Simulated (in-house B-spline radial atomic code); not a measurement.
## Sr³⁺: [Ar] 3d10 4s2 4p5

All numbers are computed (Dirac-Kohn-Sham PBE, spherical fractional occupations; Fermi nucleus of rms radius 4.224 fm) with a radial B-spline atomic code at the basis-set limit, not measured.

Z_r = [3n² - l(l+1)]/(2<r>); Z_e = n√(-2ε); the last column is Slater's effective charge. Values are occupation-weighted means over j. An effective charge above Z reflects the relativistic contraction of the inner shells.

```json
{"shell": "1s", "electrons": "2", "ε (eV)": "-15962", "<r> (bohr)": "0.03916", "Z_r": "38.30", "Z_e": "34.25", "Slater": "37.70"}
{"shell": "2s", "electrons": "2", "ε (eV)": "-2187.4", "<r> (bohr)": "0.1722", "Z_r": "34.85", "Z_e": "25.36", "Slater": "33.85"}
{"shell": "2p", "electrons": "6", "ε (eV)": "-1947.8", "<r> (bohr)": "0.1503", "Z_r": "33.28", "Z_e": "23.93", "Slater": "33.85"}
{"shell": "3s", "electrons": "2", "ε (eV)": "-363.89", "<r> (bohr)": "0.4917", "Z_r": "27.46", "Z_e": "15.51", "Slater": "26.75"}
{"shell": "3p", "electrons": "6", "ε (eV)": "-286.43", "<r> (bohr)": "0.498", "Z_r": "25.10", "Z_e": "13.76", "Slater": "26.75"}
{"shell": "3d", "electrons": "10", "ε (eV)": "-158.19", "<r> (bohr)": "0.4975", "Z_r": "21.10", "Z_e": "10.23", "Slater": "16.85"}
{"shell": "4s", "electrons": "2", "ε (eV)": "-69.009", "<r> (bohr)": "1.325", "Z_r": "18.11", "Z_e": "9.01", "Slater": "10.60"}
{"shell": "4p", "electrons": "5", "ε (eV)": "-50.175", "<r> (bohr)": "1.492", "Z_r": "15.42", "Z_e": "7.68", "Slater": "10.60"}
```

The least bound orbital is 4p3/2 at -49.75 eV, and it is also the most diffuse (<r> = 1.501 bohr).

Spin-orbit splittings of the orbital energies (j = l + 1/2 above j = l - 1/2 when positive): 2p 68.42 eV, 3p 10.5 eV, 3d 1.834 eV, 4p 1.288 eV.

For the 1s electron the small component carries 1.91 % of the norm, the zero-frequency Breit interaction raises the level by 28.08 eV, self-energy by 15.07 eV, and vacuum polarisation lowers it by 1.624 eV.
